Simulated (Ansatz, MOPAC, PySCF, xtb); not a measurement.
Dimer: HCl (SMILES Cl) (first 2 atoms) with H2 (SMILES [H][H]); geometry from B3LYP-D3(BJ)/def2-TZVP.
(charge 0, multiplicity 1):
```xyz
4

Cl    -0.1180    -0.5884    -0.7213
H     -0.0738    -0.4022     0.5470
H     -0.3529     0.0270     2.8010
H      0.3656    -0.1700     2.8040
```

| level | interaction energy (kcal/mol) | minus CCSD(T)/CBS(aug-cc-pV(T+d)Z, aug-cc-pV(Q+d)Z) | cost |
|---|---|---|---|
| PM6 | -0.38 | 0.23 | - |
| PM7 | -0.77 | -0.16 | - |
| GFN1-xTB | -0.08 | 0.52 | - |
| HF/STO-3G (no counterpoise) | 0.41 | 1.01 | - |
| HF/3-21G (no counterpoise) | 0.11 | 0.71 | - |
| HF/6-31G* | 0.32 | 0.92 | - |
| HF/6-31G* (no counterpoise) | 0.26 | 0.87 | - |
| SVWN5/def2-TZVPPD | -1.54 | -0.94 | ×0.4 |
| PBE/def2-TZVPPD | -0.66 | -0.06 | ×1 |
| PBE-D3(BJ)/def2-TZVPPD | -0.93 | -0.33 | ×1 |
| BLYP-D3(BJ)/def2-TZVPPD | -0.56 | 0.05 | ×0.5 |
| BP86/6-31G* (no counterpoise) | 0.03 | 0.64 | - |
| revPBE-D3(BJ)/def2-TZVPPD | -0.67 | -0.07 | ×0.5 |
| r2SCAN-D4/def2-TZVPPD | -0.41 | 0.19 | ×0.9 |
| B97M-V/def2-TZVPPD | -0.63 | -0.02 | ×1 |
| B3LYP/3-21G (no counterpoise) | -0.43 | 0.18 | - |
| B3LYP/6-31G* | -0.14 | 0.46 | - |
| B3LYP/6-311+G** (no counterpoise) | -0.22 | 0.38 | - |
| B3LYP/def2-TZVPPD | -0.23 | 0.38 | ×0.6 |
| B3LYP-D3(BJ)/def2-TZVPPD | -0.65 | -0.04 | ×0.6 |
| B3LYP-D4/def2-TZVPPD | -0.55 | 0.05 | ×0.6 |
| PBE0-D4/def2-TZVPPD | -0.75 | -0.15 | ×0.6 |
| BHLYP/def2-TZVPPD | -0.37 | 0.24 | ×0.7 |
| BHLYP-D4/def2-TZVPPD | -0.61 | 0.00 | ×0.7 |
| M06-2X/6-31G* (no counterpoise) | -0.32 | 0.29 | - |
| CAM-B3LYP/def2-TZVPPD | -0.45 | 0.15 | ×0.8 |
| CAM-B3LYP-D4/def2-TZVPPD | -0.66 | -0.05 | ×0.8 |
| wB97X-V/def2-TZVPPD | -0.58 | 0.02 | ×2 |
| wB97M-V/def2-TZVPPD | -0.51 | 0.09 | ×2 |
| B2PLYP/def2-TZVPPD | -0.35 | 0.25 | ×1 |
| B2PLYP-D4/def2-TZVPPD | -0.51 | 0.09 | ×1 |
| MP2/6-31G* (no counterpoise) | 0.09 | 0.70 | - |
| MP2/aug-cc-pV(T+d)Z | -0.56 | 0.04 | - |
| MP2/aug-cc-pV(Q+d)Z | -0.60 | 0.00 | - |
| SCS-MP2/aug-cc-pV(D+d)Z | -0.28 | 0.33 | - |
| SCS-MP2/aug-cc-pV(T+d)Z | -0.39 | 0.22 | - |
| CCSD/aug-cc-pV(Q+d)Z | -0.48 | 0.12 | - |
| CCSD(T)/aug-cc-pV(D+d)Z | -0.39 | 0.21 | ×0.8 |
| CCSD(T)/aug-cc-pV(T+d)Z | -0.54 | 0.07 | ×6 |
| CCSD(T)/CBS(aug-cc-pV(T+d)Z, aug-cc-pV(Q+d)Z) | -0.60 | 0.00 | ×60* |

 The comparison column counts from a level with limits of its own.

The rows run from -1.54 (SVWN5/def2-TZVPPD) to 0.41 kcal/mol (HF/STO-3G (no counterpoise)). From aug-cc-pV(T+d)Z to aug-cc-pV(Q+d)Z MP2 changes by -0.04. The dispersion term adds -0.27 in PBE-D3(BJ), -0.42 in B3LYP-D3(BJ), -0.33 in B3LYP-D4. The 9 functionals in def2-TZVPPD without D3 or D4 span 1.32, from SVWN5 to B3LYP.

Interaction energies are E(AB) − E(A) − E(B) at the monomers' geometry in the complex; basis-set methods are counterpoise corrected. Rows marked so take none.

Cores are frozen in the correlated methods. CBS(a, b) extrapolates the correlation energy as X⁻³ and adds the Hartree–Fock energy of set b. Rows in 3-21G, 6-311+G**, 6-31G*, STO-3G carry no dispersion term and start afresh at each structure (6-31G* with six Cartesian d functions). MP2/6-31G* freezes PySCF's default core. The state that PM6, PM7 reach isn't checked; PM7 holds dispersion and hydrogen-bond terms.

Run with Ansatz (a quantum-chemistry and plane-wave program) with Gaussian orbitals; MOPAC for PM6, PM7 (differences of heats of formation); PySCF for 3-21G rows, 6-311+G** rows, 6-31G* rows, STO-3G rows, the dispersion terms; xtb for the GFN methods. 

Costs are rough ratios of core time to PBE/def2-TZVPPD (about 2.0 s over the structures, on one shared machine); a dash marks a level with no comparable run of its own. A star marks coupled-cluster runs past 200 virtual orbitals, where the program's memory plan changes under this machine's limit, so their costs aren't comparable with smaller runs.
